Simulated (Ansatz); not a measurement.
Basis-set extrapolation for C$_{6}$H$_{3}$B (`C#CB(C#C)C#C`) (PBE0-D4/def2-TZVP geometry, frozen core, Ansatz 0.2.0). Multiplicity 1, RHF reference.

```csv
,def2-TZVPP,def2-QZVPP
HF,-253.573596,-253.583536
MP2 correlation,-0.973473,-1.036144
CCSD(T) correlation,-1.051916,not run
```

Energies in hartree. Use E(X) = E(∞) + A·exp(−7.88·√X) for Hartree–Fock and E(X) = E(∞) + B·X^(−2.97) for correlation, with X = 3 and 4, and add CCSD(T) minus MP2 of the smaller set to the MP2 limit.

Question: What is the CCSD(T) energy at the basis-set limit?

Answer: HF limit: -253.583536 + (-0.009940) × 0.13774 = -253.58491. MP2 limit: -1.036144 + (-0.062671) × 0.74074 = -1.08257. Higher-order term: -1.051916 − (-0.973473) = -0.07844. Total: -254.74592 hartree, 75.6 kcal/mol below CCSD(T)/def2-TZVPP.
